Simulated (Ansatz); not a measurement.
C$_{3}$H$_{9}$InOS, SMILES `C[CH](C)[In]([OH])[SH]`. Total charge 0; spin multiplicity 1. In takes the def2 core potential.

```xyz
15

C     0.129    0.789    1.499
C     0.548    0.420    0.085
C     1.617   -0.664    0.068
In   -1.168   -0.156   -1.116
O    -1.079   -0.774   -3.007
S    -3.449   -0.198   -0.419
H    -0.601    1.602    1.519
H    -0.310   -0.062    2.028
H     0.998    1.115    2.085
H     0.939    1.311   -0.417
H     1.951   -0.909   -0.944
H     2.499   -0.338    0.633
H     1.267   -1.590    0.534
H    -0.188   -0.783   -3.365
H    -3.152    0.238    0.817
```

Task: What are the harmonic wavenumbers in cm⁻¹ at PBE0-D4/def2-TZVP (Ansatz, finite differences of forces, unscaled)? (Best estimate.)

Result: The calculation gave: 18, 55, 86, 115, 218, 226, 242, 247, 259, 290, 347, 376, 481, 589, 667, 780, 898, 924, 983, 994, 1125, 1177, 1216, 1336, 1398, 1415, 1475, 1488, 1492, 1498, 2708, 3019, 3020, 3048, 3084, 3086, 3112, 3114, 3895.

Task: Is this a minimum?

Result: Yes, all 39 modes are real.

Task: Give the ideal-gas thermochemistry at 298.15 K and 1 bar (rigid rotor, harmonic oscillator; point group C1, symmetry number 1).

Result: Zero-point energy 302.1 kJ/mol; H(298) − E = 332.3 kJ/mol; entropy 438.7 J/(mol·K), of which translation 175.4, rotation 122.4, vibration 140.9; G(298) − E = 201.5 kJ/mol. Modes under 100 cm⁻¹ are hindered rotations or soft bends, so the harmonic entropy is rough.

Task: Rotational constants (cm⁻¹)?

Result: 0.07734, 0.04173, 0.02868.
